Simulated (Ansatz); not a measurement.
Total energies of C$_{7}$H$_{11}$FO$_{2}$Ti, SMILES `C[O][Ti]1234([OH])([F])[C@@H]5[C@H]1[C@H]2[C@@]3(C)[C@@H]54`.

```xyz
22

C    -1.300   -2.555    0.611
O    -0.879   -1.310    0.124
Ti    0.503   -0.336    0.779
O     1.931   -1.469    0.801
F     0.077   -0.199    2.510
C     1.963    1.196   -0.263
C     1.242    1.902    0.718
C    -0.115    1.924    0.323
C    -0.242    1.239   -0.903
C    -1.495    1.022   -1.675
C     1.048    0.773   -1.251
H    -2.281   -2.795    0.190
H    -1.387   -2.550    1.705
H    -0.597   -3.345    0.320
H     1.989   -2.169    1.457
H     3.014    0.951   -0.228
H     1.641    2.308    1.636
H    -0.931    2.351    0.889
H    -2.366    1.352   -1.107
H    -1.628   -0.036   -1.909
H    -1.470    1.582   -2.613
H     1.285    0.164   -2.112
```

Charge 0, multiplicity 1. Correlated methods include outer-core shells of Ti, which these sets cover unevenly. Scalar relativity is left out up to krypton. The structure was optimised at the PBE0-D4/def2-TZVP level. It is one conformer, not always the lowest. Basis def2-TZVPP, Ansatz 0.2.0.

RPA on PBE orbitals: Hartree–Fock energy of these orbitals -1369.25275 Eh, correlation -3.65312 Eh (frozen core).

```
             functional  energy without D4 (Eh)  D4 term (kJ/mol)
            LDA (SPW92)             -1367.29540                 –
                   BLYP             -1373.40651            -127.6
                   PBE0             -1372.74630             -51.7
                  B3LYP             -1373.55716             -94.9
                r2SCANh             -1373.20504             -17.7
HSE06 (plane-wave form)             -1372.71120             -48.3
                  BHLYP             -1373.19635             -71.9
              CAM-B3LYP             -1373.33449             -52.6
                LC-ωPBE             -1373.01996                 –
                ωB97X-V             -1373.25032                 –
```

**Question.** Give the same for PBE, revPBE, r2SCAN, B97M-V, r2SCAN0, ωB97M-V, B2PLYP, PBE-QIDH. (Best estimate.)

**Answer.** Computed: 
```tsv
functional	energy without D4 (Eh)	D4 term (kJ/mol)
PBE	-1372.71383	-60.0
revPBE	-1373.28017	-173.6
r2SCAN	-1373.25100	-16.7
B97M-V	-1373.27032	–
r2SCAN0	-1373.14043	-19.3
ωB97M-V	-1373.28307	–
B2PLYP	-1372.98160	–
PBE-QIDH	-1372.56663	–
```

B3LYP takes the VWN-RPA correlation (the form of Gaussian; ORCA's B3LYP/G). HSE06 is the plane-wave form, built on full-range PBE exchange. The double hybrids freeze the cores in their second-order part.

LC-ωPBE has ω = 0.4 bohr⁻¹.
